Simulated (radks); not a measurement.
Values are calculated unless marked as measured or tabulated.
Charge is removed step by step from the 5s1/2 level of neutral dysprosium, starting from [Xe] 4f10 6s2. Level of theory: Dirac Kohn-Sham, PBEsol, spin-unpolarised, spherical densities, finite nucleus; open shells fill j = l - 1/2 first; Fermi nuclear charge, rms radius 5.2218 fm (a radial shooting solver on a logarithmic mesh with Libxc functionals).

removed (e)  E - E(0) (eV)  eigenvalue (eV)  E minus straight line (eV)
0                    0.000          -48.823                       0.000
0.25                12.555          -51.647                      -1.120
0.5                 25.836          -54.621                      -1.515
0.75                39.875          -57.715                      -1.151
1                   54.702          -60.912                       0.000

Removing the whole electron costs 54.702 eV by Delta-SCF, against 48.823 eV from minus the eigenvalue at the starting occupation. Slater's transition state (half an electron removed) gives 54.621 eV. Integrating minus the eigenvalue over the occupation (Janak's theorem) gives 54.702 eV. The mean slope of the eigenvalue, de/dn, is 12.1 eV per electron.
